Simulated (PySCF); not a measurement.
Estimate the missing entries of this data sheet.

Compound: C6H9O (doublet state).
Atom-mapped SMILES: `[CH2:1]=[C:2][C:3](=[O:4])[CH:5]([CH3:6])[CH3:7]` (hydrogens: H8, H9 on C1; H10 on C5; H11, H12, H13 on C6; H14, H15, H16 on C7)

Conformer (atom-mapped SMILES and torsion angles): `[CH2:1]=[C:2][C:3](=[O:4])[CH:5]([CH3:6])[CH3:7]`: C2–C3–C5–C6 154°.

| property | level | value |
| --- | --- | --- |
| point group of the GFN2-xTB geometry | GFN2-xTB | ? |
| rotational constants A, B, C of the GFN2-xTB geometry | GFN2-xTB | ? |
| isotropic g value | unrestricted B3LYP/pcH-1, mean-field spin–orbit | ? |
| spin squared ⟨S²⟩ | unrestricted B3LYP/pcH-1 | ? |
| largest isotropic hyperfine couplings (means over sets of like nuclei) | unrestricted B3LYP/pcH-1 | 1H +156.8 (H9), 1H +146.9 (H8), 13C +68.4 (C2), 13C -47.9 (C1), 13C -36.7 (C3) MHz |

Gas-phase values; electronic properties from PySCF, density fitting. Geometry: GFN2-xTB, one conformer, isolated molecule. Hyperfine couplings depend on the geometry, which wasn't re-optimised at a DFT level. Couplings of like nuclei are plain means over topologically equivalent atoms, as if these changed places fast (by rotation of a methyl-like group, say); in this geometry the members of some sets differ.

(1) The point group of the GFN2-xTB geometry?

(2) The spin squared ⟨S²⟩?

(3) What are the rotational constants A, B, C of the GFN2-xTB geometry?

(4) The isotropic g value?

## Answers

(1) C1.

(2) 0.766.

(3) 4.144, 1.833, 1.552 GHz.

(4) 2.00469.

g_iso is shifted by about +2370 ppm from the free-electron value 2.002319. At 9.50 GHz, hν = g·μB·B₀ (B₀ the magnetic field) puts the centre of the isotropic spectrum, to first order, at 338.6 mT. The rotational constants make it an asymmetric top with κ = (2B − A − C)/(A − C) = -0.78, nearer the prolate limit (−1). With B = h/(8π²I), that is 505.379 GHz u Å² over I, the principal moments of inertia are 121.9, 275.7 and 325.6 u Å² (most abundant isotopes); the inertial defect Ic − Ia − Ib is -72.0 u Å² (zero for a rigid planar frame, negative otherwise). ⟨S²⟩ is 0.016 above the pure-spin value S(S + 1) = 0.75.
